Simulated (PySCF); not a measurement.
C5H7FO, SMILES CO[C@]1(F)C=CC1. The structure is a stationary point at PBE-D3(BJ)/def2-SVP. The structure was generated by enumeration; whether it is a known compound was not checked. Other conformers were not sampled.

Method: PBE-D3(BJ)/def2-SVP (PySCF).

Harmonic wavenumbers (cm⁻¹): 90, 160, 192, 294, 330, 444, 461, 510, 651, 734, 832, 883, 931, 948, 1009, 1032, 1039, 1102, 1135, 1143, 1166, 1188, 1228, 1287, 1388, 1409, 1416, 1436, 1600, 2920, 2983, 2986, 3047, 3074, 3120, 3150. Rotational constants (GHz): 3.612, 2.758, 2.078; symmetry number 1.

Q: Work out the zero-point energy and the ideal-gas rigid-rotor harmonic-oscillator thermochemistry at 298.15 K and 1 atm.

A: ZPE = ½ Σ hcν = ½ × 47320 cm⁻¹ = 67.65 kcal/mol. H − E(el) = 72.67 kcal/mol. Entropy in cal/(mol K): translation 39.78, rotation 27.14, vibration 15.20, total 82.13. G − E(el) = 48.18 kcal/mol. Cp = 27.66 cal/(mol K). Modes under 150 cm⁻¹ make the vibrational entropy uncertain.
